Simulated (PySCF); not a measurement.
Species: C7H10NP.
SMILES with atom numbers: `[CH2:1]=[CH:2][c:3]1[cH:4][p:5][cH:6][n:7]1[CH2:8][CH3:9]` (hydrogens: H10, H11 on C1; H12 on C2; H13 on C4; H14 on C6; H15, H16 on C8; H17, H18, H19 on C9)

Structure used (PBE0-D3(BJ)/def2-SVP), in Å, numbered top down from 1:
```
atom  x, y, z in Å
C1    -2.3553   -1.3827    0.8405
C2    -1.3769   -0.8759    0.0782
C3    -0.8510    0.4812    0.1653
C4    -1.4249    1.5747    0.7897
P5    -0.4502    3.0335    0.6624
C6     0.7041    2.1135   -0.2350
N7     0.3550    0.8151   -0.4197
C8     1.2444   -0.1346   -1.0713
C9     2.0445   -0.9674   -0.0853
H10   -2.8255   -0.8020    1.6385
H11   -2.7145   -2.4020    0.6852
H12   -0.9388   -1.5263   -0.6857
H13   -2.3976    1.5179    1.2790
H14    1.6503    2.4529   -0.6585
H15    1.9129    0.4486   -1.7203
H16    0.6518   -0.7765   -1.7402
H17    2.7233   -1.6479   -0.6207
H18    2.6474   -0.3203    0.5688
H19    1.3831   -1.5722    0.5525
```

Computed with PySCF at CAM-B3LYP/def2-SVPD, non-relativistic, on one gas-phase PBE0-D3(BJ)/def2-SVP geometry that isn't relaxed in the solvent. The solvent is an IEF-PCM continuum (Bondi radii, 1.10 Å for H, scaled by 1.2), and excitations are vertical TDDFT with non-equilibrium linear response and a frozen core. Only the electrostatic response of the medium enters.

Gas-phase singlets (H = HOMO, L = LUMO):

```tsv
state	E (eV)	λ (nm)	f	leading configuration
S1	4.690	264	0.312	H→L 93%
S2	5.159	240	0.026	H→L+1 53%
S3	5.608	221	0.195	H-1→L 57%
S4	5.854	212	0.022	H→L+2 79%
S5	6.088	204	0.067	H-1→L+1 34%
```

Q: How does the list change in chloroform (ε = 4.711)?

A: 
```
state  E (eV)  λ (nm)      f  leading configuration  change by rank (eV)
   S1   4.637     267  0.437                H→L 95%               -0.053
   S2   5.098     243  0.058              H→L+1 76%               -0.061
   S3   5.583     222  0.248              H-1→L 73%               -0.025
   S4   5.976     207  0.246            H-1→L+1 87%               +0.122
   S5   6.012     206  0.035              H→L+2 74%               -0.076
```

Q: The ground-state energy changes by -0.176 eV from gas to chloroform. By how much does the total energy of gas-phase S1 change?

A: E(S1) = E(S0) + excitation energy, so it changes by -0.176 − 0.053 = -0.229 eV: it is lowered more than the ground state, which is what a red shift means. This is the vertical state, with the slow part of the continuum still set for S0.

Q: How do the frontier levels move from gas to chloroform?

A: 
```json
{"orbital": "LUMO+2", "gas (eV)": "1.20", "solvent (eV)": "1.46", "change (eV)": "+0.26", "Löwdin shares, gas": "C9 17 %, C8 11 %, C6 7 %, H17 7 %", "Löwdin shares, solvent": "C9 17 %, C8 10 %, C1 9 %, C2 7 %"}
{"orbital": "LUMO+1", "gas (eV)": "0.93", "solvent (eV)": "0.85", "change (eV)": "-0.08", "Löwdin shares, gas": "P5 35 %, C6 21 %, C4 11 %, N7 9 %", "Löwdin shares, solvent": "P5 40 %, C6 24 %, C4 12 %, N7 11 %"}
{"orbital": "LUMO", "gas (eV)": "0.17", "solvent (eV)": "0.21", "change (eV)": "+0.04", "Löwdin shares, gas": "C1 25 %, C2 21 %, C3 10 %, C4 9 %", "Löwdin shares, solvent": "C1 25 %, C2 21 %, C3 11 %, C4 10 %"}
{"orbital": "HOMO", "gas (eV)": "-7.09", "solvent (eV)": "-7.15", "change (eV)": "-0.06", "Löwdin shares, gas": "C6 25 %, P5 21 %, C3 14 %, C1 12 %", "Löwdin shares, solvent": "C6 24 %, P5 21 %, C3 14 %, C1 12 %"}
{"orbital": "HOMO-1", "gas (eV)": "-8.06", "solvent (eV)": "-8.13", "change (eV)": "-0.07", "Löwdin shares, gas": "C4 34 %, P5 20 %, N7 16 %, C3 10 %", "Löwdin shares, solvent": "C4 33 %, P5 21 %, N7 17 %, C3 9 %"}
{"orbital": "HOMO-2", "gas (eV)": "-9.03", "solvent (eV)": "-9.19", "change (eV)": "-0.16", "Löwdin shares, gas": "P5 67 %, C4 13 %, C6 10 %", "Löwdin shares, solvent": "P5 66 %, C4 13 %, C6 9 %"}
{"orbital": "HOMO-3", "gas (eV)": "-9.96", "solvent (eV)": "-9.92", "change (eV)": "+0.04", "Löwdin shares, gas": "C2 30 %, C1 24 %, C3 10 %, N7 9 %", "Löwdin shares, solvent": "C2 30 %, C1 24 %, C3 10 %, C6 9 %"}
```

The HOMO–LUMO gap goes from 7.26 to 7.36 eV.

On an Arm Neoverse N1 with one thread, shared host, this took 2.0 min and 1.6 GiB of memory at its peak. This is the whole response run at CAM-B3LYP/def2-SVPD in chloroform, SCF included.
